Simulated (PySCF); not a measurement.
## Relaxation of triplet Sc₂O

Computed with UPBE0 in PySCF with O def2-SVP, Sc def2-SVP; no relativity; density-fitted integrals. A (50,194) grid was used.

A start displaced from a saddle point along its imaginary mode, of Cs symmetry, held to at least that symmetry:

```xyz
3
charge 0 multiplicity 3, angstrom
O    -0.0981   -0.2300    0.0525
Sc    0.0180    0.0423    1.8394
Sc    0.0169    0.0395   -1.8580
```

Task: What forces act on the atoms at the start (eV/Å)?

Result: 
```
atom     Fx     Fy     Fz
  O1   0.07   0.16   0.23
 Sc2  -0.04  -0.10  -0.70
 Sc3  -0.03  -0.06   0.48
```

Task: What does it relax to?

Result: It ends at Cs with O–Sc 1.777 Å, O–Sc 1.920 Å, Sc–Sc 3.325 Å; O–Sc–Sc 24.9°, O–Sc–Sc 27.0°, Sc–O–Sc 128.1° (after a last refinement on a finer grid). The frequency run here used a shortcut that can spoil soft modes, so no verdict on minimum or saddle point is given.

Task: How much energy is released, and in how many steps?

Result: 2.3 kJ/mol in 16 steps.

The determinant is spin-contaminated (⟨S²⟩ = 2.24, pure value 2.00). With open d or f shells other occupations or spin states may lie lower.

The relaxation took about 4 core-minutes on a shared host.
